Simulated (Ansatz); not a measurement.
A run for Ansatz (a program for electronic structure): U-B97M-V/def2-TZVPP on NaSi+, 2S+1 = 3, a spin state set in the input, which need not be the lowest, a point of a bond scan (R = 3.156 Å). Charge +1.

Ansatz 0.2 input:
```yaml
crystal:
  periodic: [false, false, false]
  atoms:
    - {symbol: Na, position_ang: [0.00000000, 0.00000000, 0.00000000]}
    - {symbol: Si, position_ang: [0.00000000, 0.00000000, 3.15567200]}
basis:
  gaussian:
    orbitals: def2-TZVPP
    pivot_positions_ang: [[0.00000000, 0.00000000, 0.00000000], [0.00000000, 0.00000000, 3.15567200]]
hamiltonian:
  xc: {name: B97M-V}
total_charge: 1
magnetization: {spin_polarized: true, initial_magnetization: 2}
output: {forces: true, orbitals: {seedname: ./end}}
```

Program output:

```
WARN ansatz: RAYON_NUM_THREADS=2 ignored (pool sized by the plan → 2); use --threads N
Functional definition: B97M-V
integrals: 0.03 GiB planned
565 factors; their error is unknown
mean field: 0.33 GiB planned
mean field evaluation 1: about -12280.9402 eV, gradient 1.1e1 eV
mean field evaluation 2: about -12281.5502 eV, gradient 8.7e0 eV
mean field evaluation 4: about -12282.0532 eV, gradient 4.2e-1 eV
mean field evaluation 8: about -12282.0336 eV, gradient 6.2e-3 eV
mean field evaluation 16: about -12281.9499 eV, gradient 3.2e0 eV
mean field evaluation 32: about -12281.4448 eV, gradient 5.3e-1 eV
mean field -12282.03357558 eV, -451.3564088413 hartree, gradient 4.7e-5 eV, S^2 2.003277; 6 other end points of the search recorded, 0 dependent functions left out
the calculation of the forces begins
reference -12282.03365709 eV, -451.3564118366 hartree; 13, 11 occupied and 61, 63 virtual orbitals, 565 factors
Total energy: -12282.03365709 eV, -451.3564118366 hartree
Atom 0 at     0.000000     0.000000     0.000000 Å, force    -0.000000    -0.000000    -0.000607 eV/Å
Atom 1 at     0.000000     0.000000     3.155672 Å, force    -0.000000     0.000000     0.000607 eV/Å
Dipole moment:     0.000000     0.000000    -1.134548 e Å
```

Self-consistency was reached.

Cost: very roughly 9 core-seconds.
